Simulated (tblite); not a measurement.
C6H11NO.
Atom-mapped SMILES: `[CH3:1][CH2:2][O:3][C@H:4]1[CH2:5][CH:6]=[N:7][CH2:8]1` (hydrogens: H9, H10, H11 on C1; H12, H13 on C2; H14 on C4; H15, H16 on C5; H17 on C6; H18, H19 on C8)

Computed with GFN2-xTB (tblite), gas phase: nudged elastic band of 9 images (0 to 8), spring 0.2 eV/Å², climbing image at the end, force threshold 0.05 eV/Å. No saddle search or frequency run followed, so the top image need not be a first-order saddle, and its height can exceed the method's true barrier by a kcal/mol or more.

The band describes a rotation about C4–O3 (sp3 carbon bound to oxygen, ether oxygen), followed by the dihedral C8–C4–O3–C2, from the optimised start (-78°) to a second optimised geometry at 56°.

Q: Give the energy profile along the converged band.

A: 
```csv
image,dihedral (°),E (eV),C4–O3 (Å),C8···C2 (Å),largest true force (eV/Å)
0,-78,0.000,1.409,3.13,0.01
1,-68,0.017,1.409,3.04,0.03
2,-58,0.062,1.411,2.99,0.05
3,-41,0.130,1.416,2.93,0.08
4,-12,0.195,1.421,2.89,0.03
5,17,0.166,1.418,2.89,0.04
6,38,0.094,1.412,2.93,0.04
7,52,0.054,1.409,2.98,0.02
8,56,0.035,1.408,2.98,0.01
```

Barriers of this band. The top is image 4 at -12°: 0.195 eV forward and 0.160 eV back; the end lies 0.035 eV above the start. The central bond is 0.012 Å longer at the top than at the start.

Q: What rate follows at 250 K for crossing this barrier forward?

A: Taking the electronic barrier for the free energy of activation (no zero-point or entropy terms, transmission 1), rate = (kT/h)·exp(−ΔE/kT) ≈ 6 × 10^8 s⁻¹, whose inverse is 2 × 10^-9 s. An error of 1 kcal/mol in the barrier changes this by a factor of 7, and the method and the loose band can each miss by that much or more.

Q: How would the two end points share their population at 250 K, from these energies alone?

A: exp(−ΔE/kT) with ΔE = 0.035 eV gives 0.2 for the higher one (end) against 1 for the lower, without vibrational, rotational or degeneracy terms. GFN2-xTB can put conformers this close in the wrong order.

What follows is the cost of the whole band run. The run took 8.7 s of wall time on one thread of an Arm Neoverse N1, on a shared host, and the process peaked at 0.19 GiB of memory.
